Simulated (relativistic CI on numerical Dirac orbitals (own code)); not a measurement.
**V: what numerical and physical settings do to a radial Dirac CI calculation**

Reference input:

```
atom V  Z=23  charge=0  electrons=23
nucleus A=51  rms_radius_fm=3.6002
hamiltonian dirac-coulomb  breit=on  qed=on  c_scale=1
orbitals kli  potential=per-configuration
slater_scale 1
correlation none
mixing on
grid step=0.0125 r_max=149
scf mixing=0.4 start=green max_iterations=150 tolerance=2e-08 node_fill=0.05
configurations
  [Ar] 3d3 4s2
end
```

Computed lowest total energy -947.73664 Ha, first excitation 132.0 cm⁻¹, 11 SCF steps. Runs with settings changed; * marks those that are bad on purpose:

| Changed | Outcome | Lowest level | ΔE (Ha) | First excitation (cm⁻¹) | SCF steps | Message |
| --- | --- | --- | --- | --- | --- | --- |
| iteration limit 20 | converged | 3d3 4F_3/2 | 0 | 132.0 | 11 |  |
| start potential previous | converged | 3d3 4F_3/2 | -8.25e-11 | 132.0 | 21 |  |
| Breit term off | converged | 3d3 4F_3/2 | -0.308 | 156.9 | 11 |  |
| grid step 0.6 * | refused |  |  |  | 0 | the grid has 32 points, outside 40 to 4096 |
| SCF tolerance 0.01 * | converged | 3d3 4F_3/2 | 0.000738 | 131.7 | 4 |  |

With so few configurations and no correlation, terms lie too far apart (by 10 to 50 % near neutrality), their order can be wrong, and levels of other configurations are missing.
